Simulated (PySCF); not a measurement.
IrO3, SMILES [O]=[Ir](=[O])=[O] (connectivity only; charge and spin as stated), neutral, multiplicity 4. Atoms are numbered in the order given.

```xyz
4

Ir     0.0000     0.0000     0.0000
O     -1.7549     0.0000     0.0000
O      0.8775     1.5198     0.0000
O      0.8775    -1.5198     0.0000
```
Charge 0, spin multiplicity 4.

Coordinates come from a PBE-D3(BJ)/def2-TZVP optimisation. A frequency run showed that this geometry is not a minimum. The spin state was assumed, not searched. The def2 effective core potentials stand for the cores of Ir; spin–orbit coupling is left out.

The numbers are results of CAM-B3LYP/def2-TZVPD (PySCF), not measurements.

Gas-phase values at a fixed geometry.

Task: Estimate the frontier levels, dipole moment and polarisability. (Estimate from the structure and the level; the computed values follow.)

Result: 
```yaml
"α spin, highest occupied and lowest empty level": -10.47 and -2.10 eV
"β spin, highest occupied and lowest empty level": -10.53 and -5.74 eV
dipole_moment: 0.00 D
quadrupole, principal values (traceless, Buckingham form, about the centre of nuclear charge): -4.31, -4.31, 8.62 D·Å
mean_static_polarisability: 52.9 bohr³ (7.84 Å³)
polarisability_principal_values: 40.9, 59.0, 59.0 bohr³
"⟨S²⟩": 3.770 (pure state 3.75)
```
